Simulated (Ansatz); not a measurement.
This geometry of C2H4BClTe (9 atoms, charge 0, multiplicity 1) is a first-order saddle point.

The calculation used RKS B3LYP-D4/def2-SVP (Ansatz 0.2.0).

```xyz
9
Properties=species:S:1:pos:R:3
B 1.689 0.095 -0.644
C 0.588 -0.078 0.447
C -0.697 -0.194 0.099
Cl -1.078 -0.106 -1.629
Te -2.305 -0.624 1.437
H 1.988 1.192 -1.047
H 2.293 -0.864 -1.061
H 0.845 -0.114 1.514
H -3.234 0.646 0.867
```

(1) Which two structures does it join? (They come from a converged band through this point; their orientation in space is the band's.)

(2) How far does it lie above each of them?

Results:

(1) No bond is made or broken. The dihedral H7–B1–C2–C3 goes from 180 to 0°. The two ends are copies of one structure, up to a mirror image or an exchange of like atoms.

Initial state:

```xyz
9
Properties=species:S:1:pos:R:3
B 1.748 -0.228 -0.668
C 0.564 -0.359 0.297
C -0.681 0.156 0.126
Cl -1.154 1.083 -1.264
Te -2.199 -0.146 1.595
H 1.647 0.376 -1.704
H 2.802 -0.742 -0.380
H 0.696 -0.918 1.233
H -3.336 0.732 0.748
```

Final state:

```xyz
9
Properties=species:S:1:pos:R:3
B 1.749 -0.223 -0.665
C 0.565 -0.355 0.299
C -0.682 0.151 0.124
Cl -1.157 1.070 -1.270
Te -2.202 -0.156 1.590
H 2.806 -0.728 -0.374
H 1.646 0.375 -1.705
H 0.700 -0.909 1.238
H -3.336 0.729 0.746
```

(2) 6.7 kcal/mol above the first and 6.7 kcal/mol above the second. This is the barrier of this one path; another mechanism may lie lower.

Time of the run: 8.7 min on 2 threads of Arm Neoverse V1 (shared host), peak memory 0.27 GiB.
